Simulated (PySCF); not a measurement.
**EPR parameters of C6H8FOSi**

C6H8FOSi (doublet state).
Geometry (GFN2-xTB, Å), atoms numbered from 1 in this order:
```xyz
17
C6H8FOSi angstrom
C      2.508    0.018    0.711
C      2.306   -0.153   -0.783
O      1.089    0.404   -1.226
Si    -0.404    0.291   -0.644
C     -1.438    1.283    0.491
C     -2.641    0.632    0.618
C     -2.783   -0.623   -0.037
C     -1.683   -1.036   -0.734
F     -1.647   -2.207   -1.421
H      1.726   -0.508    1.256
H      2.466    1.071    0.977
H      3.474   -0.384    1.003
H      2.326   -1.214   -1.053
H      3.089    0.368   -1.342
H     -1.252    2.243    0.937
H     -3.454    1.029    1.204
H     -3.688   -1.202    0.033
```

The hyperfine couplings belong to this conformer and change with its torsions.

Identity: `CCO[Si]1C=CC=C1F` [radical].

Computed with UKS B3LYP, pcH-1 on C F H O Si, non-relativistic, mean-field spin-orbit, GIAO in PySCF 2.14.0. Geometry: GFN2-xTB, one conformer, isolated molecule. A GFN2-xTB geometry isn't a minimum of the functional, and hyperfine couplings can be far from their values at a DFT geometry, by a factor of two or more for some ions and for spin on atoms past the first row. Stability of the SCF solution: not tested.

```
g1, g2, g3 : 2.00212, 2.00284, 2.00341
g_iso      : 2.00279
Form of g  : rhombic: the two nearest values differ by 44 % of g3 − g1
⟨S²⟩       : 0.7569 (exact 0.7500)
```

Isotropic coupling and dipolar principal values T1 to T3, in MHz; ρ(0) is the spin density at the nucleus:

| atom | isotope | a_iso | of which spin–orbit | T1 | T2 | T3 | Mulliken spin population | ρ(0) (bohr⁻³) |
| --- | --- | --- | --- | --- | --- | --- | --- | --- |
| C1 | 13C | 0.8 | 0.0 | -1.0 | -0.1 | 1.1 | 0.01 | 0.0007 |
| C2 | 13C | 21.9 | 0.0 | -2.0 | -1.6 | 3.7 | 0.01 | 0.0195 |
| O3 | 17O | -40.3 | 0.0 | -10.9 | 5.3 | 5.7 | 0.01 | 0.0665 |
| Si4 | 29Si | -146.0 | 0.9 | -130.1 | 63.7 | 66.4 | 0.63 | 0.1653 |
| C5 | 13C | -19.9 | 0.0 | -7.3 | 3.0 | 4.3 | -0.07 | -0.0176 |
| C6 | 13C | 17.0 | 0.0 | -22.2 | -20.9 | 43.1 | 0.25 | 0.0152 |
| C7 | 13C | -3.4 | 0.0 | -9.9 | -9.5 | 19.5 | 0.09 | -0.0031 |
| C8 | 13C | -9.2 | 0.0 | -10.0 | -6.5 | 16.5 | 0.08 | -0.0081 |
| F9 | 19F | 13.9 | -0.2 | -40.9 | -34.2 | 75.2 | 0.01 | 0.0033 |
| H10 | 1H | 0.2 | 0.0 | -2.8 | -1.4 | 4.2 | 0.00 | 0.0000 |
| H11 | 1H | -0.1 | 0.0 | -1.1 | -0.9 | 2.1 | 0.00 | 0.0000 |
| H12 | 1H | -1.0 | 0.0 | -1.1 | -0.6 | 1.6 | 0.00 | -0.0002 |
| H13 | 1H | -1.1 | 0.0 | -1.8 | -1.1 | 2.9 | 0.00 | -0.0002 |
| H14 | 1H | -1.8 | 0.0 | -1.8 | -1.3 | 3.1 | 0.00 | -0.0004 |
| H15 | 1H | 0.9 | 0.0 | -1.8 | -0.5 | 2.3 | 0.00 | 0.0002 |
| H16 | 1H | -20.0 | 0.0 | -11.4 | -1.3 | 12.7 | -0.01 | -0.0045 |
| H17 | 1H | -9.6 | 0.0 | -6.0 | -1.9 | 7.9 | -0.01 | -0.0022 |

The largest Mulliken spin populations are on Si4 (+0.63), C6 (+0.25), C7 (+0.09) and C8 (+0.08). The positive populations add up to 1.09 and the negative ones to -0.09, together 2S = 1. The angles at Si4 add up to 359.7°, so it is planar.

Axes: g2 points within 11° of the C6–H16 bond and g3 points within 13° of the Si4–C8 bond.

Under fast tumbling the dipolar parts average out, and these isotropic splittings remain: 1 × 1H (H16, I = 1/2, 2 lines) with 0.71 mT, 1 × 19F (F9, I = 1/2, 2 lines) with 0.49 mT, 1 × 1H (H17, I = 1/2, 2 lines) with 0.34 mT, 2 × 1H (H13/H14, I = 1/2, 3 lines) with 0.05 mT and 1 × 1H (H15, I = 1/2, 2 lines) with 0.03 mT.

Class means assume fast exchange of nuclei equivalent by connectivity; if that motion is slow, each nucleus keeps its own coupling.

The 17O coupling of O3 (-40.3 MHz) shows only in satellite lines or after enrichment, since that isotope makes up about 0.038 % of natural oxygen.

The 29Si coupling of Si4 (-146.0 MHz) shows only in satellite lines or after enrichment, since that isotope makes up about 4.7 % of natural silicon.

Time: 2.3 min of wall time (with the writing of density and orbital grids); peak memory 1.1 GiB. Hardware: one thread, Arm Neoverse V1 (aarch64), no GPU, on a shared host.
